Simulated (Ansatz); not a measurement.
Molecule: sum formula H₃SiO₂Cl₂, charge 1, multiplicity 1. It need not be the lowest isomer of its formula. 
Coordinates optimised at B3LYP-D3(BJ)/def2-TZVP (Ansatz, a first-principles code):
SMILES: O[Si]([OH2+])(Cl)Cl
```xyz
8

Si     0.2381    -0.0949    -0.0691
Cl    -0.3032    -0.3222     1.8312
Cl    -1.2792    -0.1720    -1.3575
O      0.8180     1.6164    -0.2158
O      1.6348    -0.7190    -0.5213
H      0.2420     2.3770    -0.4035
H      1.9568    -1.6048    -0.3215
H      1.7465     1.7789    -0.4626
```
Charge +1, spin multiplicity 1.

Basis-set convergence of Hartree-Fock and CCSD(T) correlation energies (hartree) with Ansatz. Cores are frozen in the correlated levels unless marked. Spin-orbit coupling is left out. Non-relativistic.

| basis | functions | E(HF) | E(corr, CCSD(T)) | rough core time |
|---|---|---|---|---|
| cc-pV(D+d)Z | 112 | -1359.35025 | -0.79649 | under 20 s |
| cc-pV(T+d)Z | 219 | (withheld) | (withheld) | 2.2 min |

Task: Some entries are withheld; supply them.

Result: 
- cc-pV(T+d)Z, E(HF): -1359.46385
- cc-pV(T+d)Z, E(corr, CCSD(T)): -1.04431
